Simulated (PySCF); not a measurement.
## Interval between two levels of Br(3+) by level of theory

Br(3+) [Ar] 3d10 4s2 4p2 [3P2, M_J = 2] → Br(3+) [Ar] 3d10 4s1 4p3 [5S2, M_J = 2], as a difference of total energies. Calculation: PySCF 2.14, in x2c-TZVPall-2c (6s7p4d1f, 54 functions); the two-component X2C-1e Hamiltonian. Correlated levels: [Ne] frozen. "Screened" scales the spin-orbit matrix elements by Boettger's factors to mimic the two-electron term; Breit and QED terms are absent.

```
                    method  interval between two levels (cm⁻¹)
           GHF (spin-free)                               62484
          GMP2 (spin-free)                               73052
 GHF (screened spin-orbit)                               60977
GMP2 (screened spin-orbit)                               71458
```

The labels give the starting determinants; with spin-orbit coupling the two ends relaxed to ⟨J²⟩ = 6.00, ⟨L²⟩ = 2.24, ⟨S²⟩ = 1.89 and ⟨J²⟩ = 6.00, ⟨L²⟩ = 0.01, ⟨S²⟩ = 5.99.
